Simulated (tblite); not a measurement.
Start geometry of `C[C@@H]1CC[Si]1CCl` [radical] from a force field or distance geometry (Å):
```
atom  x, y, z in Å
C1    -0.9900   -1.1868    1.1943
C2    -0.8455    0.2345    0.6702
C3    -1.0447    0.4416   -0.8545
C4    -0.0351    1.6233   -1.0119
Si5    0.9458    0.8845    0.4635
C6     2.0741   -0.4195   -0.1647
Cl7    2.8546   -1.2008    1.2298
H8    -0.6475   -1.2631    2.2358
H9    -0.4456   -1.9186    0.5930
H10   -2.0586   -1.4764    1.1827
H11   -1.4188    0.9386    1.2856
H12   -0.8065   -0.4337   -1.4742
H13   -2.0866    0.7203   -1.1185
H14    0.4998    1.6516   -1.9605
H15   -0.4488    2.6119   -0.7716
H16    1.5688   -1.1947   -0.7272
H17    2.8776   -0.0007   -0.7816
```

**Question.** What comes out of this run: tblite 0.8.0, GFN2-xTB geometry optimisation, gas phase?

**Answer.** 
```
atom  x, y, z in Å
C1    -0.9726   -1.2305    1.0962
C2    -0.8315    0.2356    0.7277
C3    -1.2194    0.5971   -0.7215
C4    -0.0605    1.5160   -1.1458
Si5    0.9409    0.9605    0.4082
C6     2.2470   -0.3782   -0.0765
Cl7    2.7788   -1.2730    1.3803
H8    -0.5973   -1.4102    2.1015
H9    -0.4159   -1.8634    0.4079
H10   -2.0199   -1.5324    1.0644
H11   -1.4108    0.8318    1.4350
H12   -1.2393   -0.3022   -1.3369
H13   -2.1938    1.0798   -0.7905
H14    0.3510    1.2859   -2.1264
H15   -0.3515    2.5628   -1.1491
H16    1.8458   -1.1216   -0.7659
H17    3.1421    0.0541   -0.5184
```

The energy falls by 0.329 eV over 76 L-BFGS steps, the largest force on an atom goes from 2.11 to 0.009 eV/Å, and the atoms move by 0.284 Å rms after alignment. The bond that changes most is Si5–C6 (ends: silicon bonded to 3 C; carbon bonded to Cl, Si and 2 H), which lengthens by 0.097 Å. Bonds longer at the end by more than 0.005 Å: 5 of 17; shorter: 9. Among the angles that change most is C2–C3–C4, from 96.7° to 102.1°. Among the dihedrals that turn most is H11–C2–C3–C4, from 81° to 101°. Rotational constants go from 2943, 1173, 950.4 to 2934, 1128, 907.6 MHz. The orientation of the end geometry is arbitrary; only internal coordinates are fixed.

Hardware: AMD EPYC 9B45, one thread, shared host with 96 logical CPUs at a one-minute load of 11. Cost: 0.41 s.

Its GFN2-xTB frequencies are all real (lowest 36 cm⁻¹).

One conformer stands for the species.

These are computed values.
